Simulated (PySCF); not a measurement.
## Energy of Ne²⁺ (neon, charge +2) between two integer charges

The 2p beta orbital of [He] 2s2 2p4 is emptied in steps (occupation f), with all orbitals relaxed, ending at [He] 2s2 2p3. Calculation: PySCF 2.14, in aug-cc-pVTZ (5s4p3d2f, 46 functions); no relativity, point nucleus. The exact energy is a straight line in f; departures are measured from the line between the end points of the same method.

| f | UHF (eV) | LDA (eV) | PBE (eV) | PBE0 (eV) | r2SCAN (eV) | LC-wPBE (eV) | BHandHLYP (eV) | wB97X (eV) | HSE06 (eV) | BLYP (eV) |
| --- | --- | --- | --- | --- | --- | --- | --- | --- | --- | --- |
| 1 | 0.000 | 0.000 | 0.000 | 0.000 | 0.000 | 0.000 | 0.000 | 0.000 | 0.000 | 0.000 |
| 0.8 | 0.353 | -1.842 | -1.813 | -1.277 | -1.624 | -0.914 | -0.757 | -0.877 | -1.343 | -1.824 |
| 0.6 | 0.516 | -2.766 | -2.715 | -1.910 | -2.413 | -1.362 | -1.140 | -1.303 | -2.007 | -2.737 |
| 0.4 | 0.503 | -2.764 | -2.704 | -1.900 | -2.386 | -1.347 | -1.143 | -1.282 | -1.995 | -2.733 |
| 0.2 | 0.328 | -1.838 | -1.790 | -1.257 | -1.570 | -0.883 | -0.765 | -0.832 | -1.317 | -1.815 |
| 0 | 0.000 | 0.000 | 0.000 | 0.000 | 0.000 | 0.000 | 0.000 | 0.000 | 0.000 | 0.000 |

| method | E(f=0) − E(f=1) (eV) | −ε at f=1 (eV) | −ε at f=0.4 (eV) |
| --- | --- | --- | --- |
| UHF | 61.836 | 64.105 | 61.355 |
| LDA | 63.611 | 52.121 | 65.936 |
| PBE | 63.875 | 52.541 | 66.200 |
| PBE0 | 63.730 | 55.739 | 65.374 |
| r2SCAN | 63.614 | 53.381 | 65.749 |
| LC-wPBE | 64.042 | 58.313 | 65.257 |
| BHandHLYP | 63.693 | 58.980 | 64.628 |
| wB97X | 63.592 | 58.082 | 64.789 |
| HSE06 | 63.785 | 55.372 | 65.523 |
| BLYP | 63.990 | 52.604 | 66.301 |

Orbital energy along the path (eV):

```
  f      UHF      LDA      PBE     PBE0   r2SCAN  LC-wPBE  BHandHLYP    wB97X    HSE06     BLYP
  1  -64.105  -52.121  -52.541  -55.739  -53.381  -58.313    -58.980  -58.082  -55.372  -52.604
0.8  -63.113  -56.689  -57.082  -58.954  -57.596  -60.635    -60.839  -60.335  -58.766  -57.143
0.6  -62.200  -61.305  -61.649  -62.175  -61.729  -62.965    -62.724  -62.586  -62.161  -61.718
0.4  -61.355  -65.936  -66.200  -65.374  -65.749  -65.257    -64.628  -64.789  -65.523  -66.301
0.2  -60.569  -70.538  -70.669  -68.504  -69.610  -67.441    -66.549  -66.856  -68.798  -70.845
  0  -59.836  -75.038  -74.934  -71.485  -73.289  -69.430    -68.484  -68.552  -71.913  -75.246
```

Reference removal energy between the ground levels: 63.423 eV (measured; NIST Atomic Spectra Database, ionization energies). The calculation has no spin-orbit coupling. UHF lacks correlation.
